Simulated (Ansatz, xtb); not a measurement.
Relative energy of two isomers of C5H8BCl

Structure I is `C=CC(=C)CBCl`, a singlet and structure II is `CC#CB(Cl)CC`, a singlet. Both are isolated molecules in the gas phase, relaxed with B3LYP-D3(BJ)/def2-SVP; the shapes shown needn't be the lowest conformers.

I (Å):

```xyz
15

C    -1.5909    0.6044    0.3679
C    -0.4433    0.6409    1.0657
C     0.6052   -0.3864    1.0515
C     1.7255   -0.2155    1.7786
C     0.3848   -1.5932    0.1699
B     0.4154   -1.2616   -1.3614
Cl   -0.6045   -2.1430   -2.4985
H    -1.8593   -0.2331   -0.2816
H    -2.3118    1.4233    0.4263
H    -0.2441    1.5068    1.7072
H     2.5253   -0.9604    1.7853
H     1.8735    0.6814    2.3865
H    -0.5386   -2.1299    0.4442
H     1.2160   -2.3109    0.3182
H     1.1621   -0.4439   -1.8301
```

II (Å):

```xyz
15

C    -1.5860   -2.6538   -0.9930
C    -1.0541   -1.7598    0.0225
C    -0.6093   -1.0195    0.8862
C     0.3912    1.4047    1.6070
C     0.2503    1.8669    0.1543
B    -0.0529   -0.0688    1.9227
Cl    0.1045   -0.6575    3.5972
H    -1.6287   -2.1711   -1.9827
H    -0.9621   -3.5590   -1.0791
H    -2.6047   -2.9814   -0.7267
H     1.4367    1.5104    1.9568
H    -0.1788    2.0660    2.2887
H     0.8471    1.2372   -0.5243
H     0.5807    2.9094    0.0216
H    -0.7954    1.8005   -0.1853
```

Quicker runs give these differences E(II) − E(I): GFN2-xTB −5.7 kJ/mol; HF/STO-3G −122.1 kJ/mol (at GFN2-xTB geometries); r2SCAN-D4/def2-SVP −31.1 kJ/mol (at GFN2-xTB geometries).

Problem. Estimate E(II) − E(I) at the level CCSD(T)/def2-SVP + ΔMP2/def2-TZVPP.

Solution. Calculated at CCSD(T)/def2-SVP + ΔMP2/def2-TZVPP: E(II) − E(I) = −21.0 kJ/mol, so structure II lies lower.

The same difference at several levels:

```tsv
level	geometry	E(II) − E(I) (kJ/mol)	departure from the last row (kJ/mol)	job, with rough time for the two
GFN2-xTB	GFN2-xTB	−5.7	+15.3	optimisation, 0.26 s
HF/STO-3G	GFN2-xTB	−122.1	−101.1	single point, 0.38 s
r2SCAN-D4/def2-SVP	GFN2-xTB	−31.1	−10.1	single point, 3.6 s
B3LYP-D3(BJ)/def2-SVP	B3LYP-D3(BJ)/def2-SVP	−22.5	−1.5	optimisation, 49 s
HF/def2-SVP	B3LYP-D3(BJ)/def2-SVP	−33.8	−12.8	part of the CCSD(T) run
MP2/def2-SVP	B3LYP-D3(BJ)/def2-SVP	−38.9	−18.0	part of the CCSD(T) run
CCSD(T)/def2-SVP	B3LYP-D3(BJ)/def2-SVP	−22.1	−1.1	single point
CCSD(T)/def2-SVP + ΔMP2/def2-TZVPP	B3LYP-D3(BJ)/def2-SVP	−21.0		single point, 69 s
```

As drawn, II has 1 C≡C, 1 C–B, 1 C–H in place of 2 C=C, 1 B–H.

None of the levels shown reverses the order. The largest departure from CCSD(T)/def2-SVP + ΔMP2/def2-TZVPP is that of HF/STO-3G, 101.1 kJ/mol. The last row adds to CCSD(T) the change of the MP2 difference between the two basis sets, here +1.1 kJ/mol.

With thermal terms from frequencies at re-optimised GFN2-xTB minima (ideal gas, soft modes damped towards free rotors, one conformer each, 298.15 K, 1 atm): on the last row, ΔE + ΔZPE = −16.7, ΔH = −13.3, ΔG = −23.1 kJ/mol.

The correlated steps freeze 11 core orbitals. Codes used: Ansatz 0.2.0, xtb 6.7.1; the last row on 4 threads of Arm Neoverse V1 on a shared host.
